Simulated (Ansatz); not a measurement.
Consider the ligand exchange at a Ge–C bond: `O=[CH][GeH2][AlH2]` + H–F → `[F][GeH2][AlH2]` + `C=O`.

Isolated molecules relaxed with PBE0-D4/def2-TZVP in Ansatz; ΔE leaves out vibrations. CCSD(T)/CBS adds triple-zeta CCSD(T) − MP2 to the extrapolated MP2 energy (def2 sets, frozen cores). This one scheme is used for every species. DFT in def2-TZVPP. B3LYP here is the variant with VWN-RPA as its local correlation; programs differ in this. For Ge outer-core shells are correlated without core-valence functions, which leaves a few kJ/mol of doubt a bond. Scalar relativity is left out up to krypton. Each species was taken in one conformer, which may not be the lowest.

```csv
level,ΔE (kJ/mol),difference from CCSD(T)/CBS
BLYP-D4,-64.6,-4.5
BHLYP-D4,-76.5,-16.4
CAM-B3LYP-D4,-75.3,-15.2
ωB97M-V,-69.7,-9.6
B2PLYP,-72.3,-12.2
PBE-QIDH,-63.5,-3.4
PBE0,-61.4,-1.3
B3LYP,-74.6,-14.5
RPA@PBE/def2-TZVPP,-69.1,-9.0
CCSD(T)/def2-SVP,-77.6,-17.5
HF/def2-TZVPP,-97.8,-37.7
MP2/def2-TZVPP,-61.9,-1.8
CCSD/def2-TZVPP,-68.2,-8.1
SCS-MP2/def2-QZVPP,-71.4,-11.3
MP2/CBS(def2),-58.6,1.5
CCSD/CBS(def2),-64.9,-4.8
CCSD(T)/CBS,-60.1,0
```

Largest T1 diagnostic among the species: 0.015.

From BLYP to BHLYP (50 % exact exchange), in def2-TZVPP and without D4, ΔE moves by −9.9 kJ/mol. In def2-TZVPP, CCSD(T) changes the Hartree–Fock value by +34.5 kJ/mol (the triples alone add +4.8 kJ/mol) and MP2 by +35.9 kJ/mol. At CCSD(T), def2-SVP lies −17.5 kJ/mol from the extrapolated value and def2-TZVPP −3.3 kJ/mol.
